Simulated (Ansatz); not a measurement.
Geometry optimisation, RKS B3LYP-D4/def2-SVP (Ansatz 0.2.0).

Input file:

```yaml
crystal:
  periodic: [false, false, false]
  atoms:
    - { symbol: "N", position_ang: [0.1649, -0.5693, -1.6407] }
    - { symbol: C, position_ang: [0.0957, 0.3638, -0.5146] }
    - { symbol: F, position_ang: [-0.035, 1.6577, -0.8879] }
    - { symbol: O, position_ang: [1.262, 0.1151, 0.3845] }
    - { symbol: C, position_ang: [0.3372, -0.2082, 1.5006] }
    - { symbol: C, position_ang: [-0.8786, 0.0193, 0.6158] }
    - { symbol: O, position_ang: [-2.0536, -0.0838, 0.7652] }
    - { symbol: H, position_ang: [-0.6593, -0.3522, -2.2496] }
    - { symbol: H, position_ang: [0.9273, -0.3078, -2.196] }
    - { symbol: H, position_ang: [0.4763, -1.221, 1.8996] }
    - { symbol: H, position_ang: [0.4284, 0.5293, 2.3438] }
basis:
  gaussian: { orbitals: def2-SVP }
hamiltonian:
  xc: b3lyp
  dispersion: d4
relax:
  f_tol: 0.015
  max_steps: 40
```

Run as:

```bash
$ ansatz run input.yaml --threads 2 --pin off --max-ram 3072MiB --backend cpu --events-out ev --progress --plain --runs-dir out
```

Problem. Where does it end, and by what steps?

Solution. The forces met the threshold. After 7 steps the energy has fallen by 0.352 eV; H9 moved furthest, 0.14 Å.

```tsv
step	energy less start (eV)	largest force component (eV/Å)	accepted
0	0.0000	2.925	yes
1	-0.2660	1.317	yes
2	-0.3384	0.382	yes
3	-0.3480	0.202	yes
4	-0.3508	0.080	yes
5	-0.3513	0.104	yes
6	-0.3515	0.016	yes
7	-0.3515	0.012	yes
```

```xyz
11
Properties=species:S:1:pos:R:3
N 0.122 -0.512 -1.618
C 0.092 0.361 -0.519
F 0.004 1.694 -0.881
O 1.169 0.179 0.367
C 0.349 -0.194 1.498
C -0.893 -0.002 0.623
O -2.074 -0.091 0.746
H -0.671 -0.352 -2.237
H 0.992 -0.414 -2.143
H 0.527 -1.229 1.835
H 0.448 0.503 2.349
```

The run took 23 s on 2 threads of Intel(R) Xeon(R) Platinum 8488C (Sapphire Rapids), on a shared host, peak memory 0.31 GiB.
